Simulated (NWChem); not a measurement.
Species: CdBr$_{2}$; SMILES [Cd]([Br])[Br]

All runs: NWChem. Coordinates come from a PBE0/def2-SVP optimisation. def2 effective core potentials on Cd; no spin-orbit coupling. Level: PBE0/def2-SVPD; rows give the wavelength of the field.

For field 589 nm:

```yaml
isotropic polarisability (bohr³): 79.1
anisotropy (bohr³): 59.8
```

Task: What are these values for field static?

Result: 
| Property | Value |
|---|---|
| isotropic polarisability (bohr³) | 75.2 |
| anisotropy (bohr³) | 54.8 |
